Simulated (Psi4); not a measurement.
C2H8GaN, singlet, geometry from GFN2-xTB (such geometries of metal compounds can be far from the true shape); HF/def2-SV(P) run with Psi4.

Input for Psi4:
```
memory 2 GB

molecule mol {
0 1
  Ga   -0.007095    0.004606   -0.007141
  C    -1.471996   -1.395434   -0.176654
  H    -1.039441   -2.374678   -0.395855
  H    -2.178722   -1.145049   -0.970708
  H    -2.028962   -1.481525    0.759720
  C     0.130331    1.800047   -0.949452
  H     0.261257    1.666574   -2.026202
  H     0.982086    2.367035   -0.567266
  H    -0.775641    2.392824   -0.801612
  N     1.352702   -0.413562    1.137001
  H     2.151404    0.170154    1.350881
  H     1.429026   -1.270876    1.670046
}

set basis def2-sv(p)
set reference rhf

energy('scf')
print_variables()
```

It wrote (shortened):

```
   => Loading Basis Set <=

    Name: DEF2-SV(P)
    Role: ORBITAL
    Keyword: BASIS

         ---------------------------------------------------------
                                   SCF
               by Justin Turney, Rob Parrish, Andy Simmonett
                          and Daniel G. A. Smith
                              RHF Reference
         ---------------------------------------------------------

  ==> Geometry <==

    Molecular point group: c1
    Full point group: C1

    Geometry (in Angstrom), charge = 0, multiplicity = 1:

       Center              X                  Y                   Z               Mass
    ------------   -----------------  -----------------  -----------------  -----------------
         GA          -0.017048836760     0.007139359742    -0.015205677256    68.925573500000
         C           -1.481949836760    -1.392900640258    -0.184718677256    12.000000000000
         H           -1.049394836760    -2.372144640258    -0.403919677256     1.007825032230
         H           -2.188675836760    -1.142515640258    -0.978772677256     1.007825032230
         H           -2.038915836760    -1.478991640258     0.751655322744     1.007825032230
         C            0.120377163240     1.802580359742    -0.957516677256    12.000000000000
         H            0.251303163240     1.669107359742    -2.034266677256     1.007825032230
         H            0.972132163240     2.369568359742    -0.575330677256     1.007825032230
         H           -0.785594836760     2.395357359742    -0.809676677256     1.007825032230
         N            1.342748163240    -0.411028640258     1.128936322744    14.003074004430
         H            2.141450163240     0.172687359742     1.342816322744     1.007825032230
         H            1.419072163240    -1.268342640258     1.661981322744     1.007825032230

  Running in c1 symmetry.

  Rotational constants: A =      0.18782  B =      0.14779  C =      0.08533 [cm^-1]
  Rotational constants: A =   5630.57663  B =   4430.77752  C =   2558.17122 [MHz]
  Nuclear repulsion =  272.236815819667925

  Charge       = 0
  Multiplicity = 1
  Electrons    = 58
  Nalpha       = 29
  Nbeta        = 29

  ==> Algorithm <==

  SCF Algorithm Type is DF.
  DIIS enabled.
  MOM disabled.
  Fractional occupation disabled.
  Guess Type is SAD.
  Energy threshold   = 1.00e-06
  Density threshold  = 1.00e-06
  Integral threshold = 1.00e-12

  ==> Primary Basis <==

  Basis Set: DEF2-SV(P)
    Blend: DEF2-SV(P)
    Number of shells: 46
    Number of basis functions: 90
    Number of Cartesian functions: 96
    Spherical Harmonics?: true
    Max angular momentum: 2

   => Loading Basis Set <=

    Name: (DEF2-SV(P) AUX)
    Role: JKFIT
    Keyword: DF_BASIS_SCF

  ==> Integral Setup <==

  SCF_SUBTYPE=INCORE selected. In-core MEM_DF algorithm will be used.
  Using in-core AOs.

  ==> MemDFJK: Density-Fitted J/K Matrices <==

    J tasked:                   Yes
    K tasked:                   Yes
    wK tasked:                   No
    Algorithm:                 Core
    Schwarz Cutoff:           1E-12
    Mask sparsity (%):       0.5679
    Fitting Condition:        1E-10

   => Auxiliary Basis Set <=

  Basis Set: (DEF2-SV(P) AUX)
    Blend: DEF2-UNIVERSAL-JKFIT
    Number of shells: 183
    Number of basis functions: 637
    Number of Cartesian functions: 802
    Spherical Harmonics?: true
    Max angular momentum: 5

  Minimum eigenvalue in the overlap matrix is 1.3952364393E-02.
  Reciprocal condition number of the overlap matrix is 2.6728369924E-03.
    Using symmetric orthogonalization.

  ==> Pre-Iterations <==

  SCF Guess: Superposition of Atomic Densities via on-the-fly atomic UHF (no occupation information).

   -------------------------
    Irrep   Nso     Nmo
   -------------------------
     A         90      90
   -------------------------
    Total      90      90
   -------------------------

  ==> Iterations <==

                           Total Energy        Delta E     RMS |[F,P]|

   @DF-RHF iter SAD: -2052.75362942357015   -2.05275e+03   0.00000e+00
   @DF-RHF iter   1: -2056.25623051829962   -3.50260e+00   2.53710e-02 ADIIS/DIIS
   @DF-RHF iter   2: -2056.56822306302911   -3.11993e-01   2.79142e-02 ADIIS/DIIS
   @DF-RHF iter   3: -2057.73076297371244   -1.16254e+00   1.42469e-03 ADIIS/DIIS
   @DF-RHF iter   4: -2057.73727638034325   -6.51341e-03   2.77075e-04 ADIIS/DIIS
   @DF-RHF iter   5: -2057.73767942758286   -4.03047e-04   7.84250e-05 DIIS
   @DF-RHF iter   6: -2057.73772630197527   -4.68744e-05   2.27981e-05 DIIS
   @DF-RHF iter   7: -2057.73773089739370   -4.59542e-06   6.56283e-06 DIIS
   @DF-RHF iter   8: -2057.73773133360646   -4.36213e-07   2.77658e-06 DIIS
   @DF-RHF iter   9: -2057.73773138863635   -5.50299e-08   6.21699e-07 DIIS
  Energy and wave function converged.

  ==> Post-Iterations <==

    Orbital Energies [Eh]
    ---------------------

    Doubly Occupied:

[...]
    Virtual:

[...]
      90A      3.136189

    Final Occupation by Irrep:
              A
    DOCC [    29 ]
    NA   [    29 ]
    NB   [    29 ]

  @DF-RHF Final Energy: -2057.73773138863635

   => Energetics <=

    Nuclear Repulsion Energy =            272.2368158196679246
    One-Electron Energy =               -3409.5427628520210419
    Two-Electron Energy =                1079.5682156437171670
    Total Energy =                      -2057.7377313886363481

Computation Completed

Properties will be evaluated at   0.000000,   0.000000,   0.000000 [a0]

Properties computed using the SCF density matrix

 Multipole Moments:

 ------------------------------------------------------------------------------------
     Multipole            Electronic (a.u.)      Nuclear  (a.u.)        Total (a.u.)
 ------------------------------------------------------------------------------------

 L = 1.  Multiply by 2.5417464519 to convert [e a0] to [Debye]
 Dipole X            :          1.2226258           -1.0910079            0.1316179
 Dipole Y            :         -0.3215084            0.2776459           -0.0438625
 Dipole Z            :          1.0026094           -0.8839143            0.1186951
 Magnitude           :                                                    0.1825808

 ------------------------------------------------------------------------------------

  Variable Map:
  ----------------------------------------------------------------------------
[...]
  Array Variable Map:
  ----------------------------------------------------------------------------
[...]
[...]
```
